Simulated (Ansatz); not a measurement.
Reaction (ligand exchange at the Si–C bond): `C#C[Si](F)(Cl)Cl` + H₂S → `F[Si](S)(Cl)Cl` + `C#C`

Computed with Ansatz on PBE0-D4/def2-TZVP structures; ΔE is electronic, products minus reactants. CCSD(T)/CBS adds triple-zeta CCSD(T) − MP2 to the extrapolated MP2 energy (def2 sets, frozen cores). This one scheme is used for every species. Functionals use def2-TZVPP. B3LYP here is the variant with VWN-RPA as its local correlation; programs differ in this. HSE06 is defined as in plane-wave codes. One conformer a species, not always the lowest.

| level | ΔE (kcal/mol) | difference from CCSD(T)/CBS |
| --- | --- | --- |
| LDA (SPW92) | -5.9 | -1.1 |
| PBE-D4 | -5.7 | -0.9 |
| BLYP-D4 | -4.5 | 0.3 |
| r2SCAN-D4 | -5.1 | -0.3 |
| B97M-V | -4.3 | 0.5 |
| PBE0-D4 | -5.7 | -0.9 |
| B3LYP-D4 | -4.6 | 0.2 |
| r2SCANh-D4 | -5.2 | -0.4 |
| r2SCAN0-D4 | -5.4 | -0.6 |
| HSE06-D4 | -5.7 | -0.9 |
| BHLYP-D4 | -4.7 | 0.1 |
| CAM-B3LYP-D4 | -4.5 | 0.3 |
| ωB97X-V | -5.3 | -0.5 |
| ωB97M-V | -5.5 | -0.7 |
| B2PLYP | -4.0 | 0.8 |
| PBE-QIDH | -5.1 | -0.3 |
| PBE | -5.4 | -0.6 |
| revPBE | -5.1 | -0.3 |
| BLYP | -3.8 | 1.0 |
| r2SCAN | -5.1 | -0.3 |
| B3LYP | -4.1 | 0.7 |
| r2SCANh | -5.2 | -0.4 |
| r2SCAN0 | -5.4 | -0.6 |
| HSE06 | -5.5 | -0.7 |
| BHLYP | -4.0 | 0.8 |
| CAM-B3LYP | -4.2 | 0.6 |
| LC-ωPBE | -5.9 | -1.1 |
| HF/def2-SVP | -2.4 | 2.4 |
| MP2/def2-SVP | -2.9 | 1.9 |
| CCSD/def2-SVP | -2.8 | 2.0 |
| HF/def2-TZVPP | -3.4 | 1.4 |
| MP2/def2-TZVPP | -4.1 | 0.7 |
| SCS-MP2/def2-TZVPP | -3.3 | 1.5 |
| CCSD/def2-TZVPP | -3.6 | 1.2 |
| HF/def2-QZVPP | -3.3 | 1.5 |
| MP2/def2-QZVPP | -4.7 | 0.1 |
| SCS-MP2/def2-QZVPP | -3.9 | 0.9 |
| HF/CBS(def2) | -3.2 | 1.6 |
| MP2/CBS(def2) | -5.2 | -0.4 |
| CCSD/CBS(def2) | -4.7 | 0.1 |
| CCSD(T)/CBS | -4.8 | 0 |

Largest T1 diagnostic among the species: 0.013.

At CCSD(T), def2-SVP lies +2.1 kcal/mol from the extrapolated value and def2-TZVPP +1.1 kcal/mol. Leaving LDA and LC-ωPBE aside and taking each functional with its dispersion term where it has one, the values spread over 1.7 kcal/mol, from PBE0-D4 to B2PLYP.
